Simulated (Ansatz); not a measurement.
Wavefunction ladder for C2H7BrSi (`CC([SiH3])Br`)

```xyz
11

C    -0.5678   -0.8135   -1.0315
C     0.5701   -0.1886   -0.2548
Si    0.0414    0.7690    1.2823
Br    1.5482    1.0850   -1.3874
H    -1.3000   -0.0635   -1.3372
H    -1.0780   -1.5494   -0.4015
H    -0.2083   -1.3232   -1.9275
H     1.3201   -0.9370    0.0059
H    -0.6755   -0.1616    2.1998
H    -0.8798    1.8597    0.8770
H     1.2296    1.3232    1.9749
```

Total charge 0; spin multiplicity 1. Correlated methods include outer-core shells of Br, which these sets cover unevenly. Scalar relativity is left out up to krypton. The structure was optimised at the PBE0-D4/def2-TZVP level. Frozen core, restricted reference, Ansatz 0.2.0.

| basis | HF (Eh) | MP2 corr. | CCSD corr. | (T) | CCSD(T) total |
| --- | --- | --- | --- | --- | --- |
| def2-SVP | ? | -0.62469 | -0.67368 | -0.01828 | ? |
| def2-TZVPP | -2941.19925 | ? | ? | -0.03014 | ? |
| def2-QZVPP | ? | -1.10949 | – | – | – |

Task: Fill in the withheld values. (Estimate.)

Result: The calculation gave: def2-SVP HF (Eh): -2940.69283; def2-SVP CCSD(T) total: -2941.38479; def2-TZVPP MP2 corr.: -0.76024; def2-TZVPP CCSD corr.: -0.80681; def2-TZVPP CCSD(T) total: -2942.03620; def2-QZVPP HF (Eh): -2941.26140.
